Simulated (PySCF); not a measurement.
## How methods differ on the ionisation energy of N²⁺

N²⁺ [He] 2s2 2p1 (2P) → N³⁺ [He] 2s2 (1S), as a difference of total energies. Computed with PySCF 2.14 in dyall-av3z (15s9p3d2f, 71 functions), with the spin-free X2C one-electron Hamiltonian (Gaussian nucleus). Correlated levels: valence: 1s2 frozen; virtual orbitals above 40 to 60 times the deepest correlated orbital energy dropped. The calculations carry no spin-orbit coupling.

```
           method  ionisation energy (eV)
              UHF                  47.295
    MP2 (valence)                  47.485
SCS-MP2 (valence)                  47.431
   CCSD (valence)                  47.239
CCSD(T) (valence)                  47.269
```

Question: How much does correlation contribute at CCSD(T) (valence)?

Answer: 47.269 − (47.295) = -0.026 eV, measured against UHF.

A first-order spin-orbit estimate (lowest level to lowest level, LS coupling) adds 0.015 eV.

Errors of the correlated levels include the incompleteness of this basis and the frozen core.

The coupled-cluster amplitudes are large for N³⁺ (T1 above 0.03 or a double amplitude above 0.15), so a single reference is strained.

For comparison: 47.445 eV (semi-empirical (NIST evaluation); NIST Atomic Spectra Database, ionization energies).
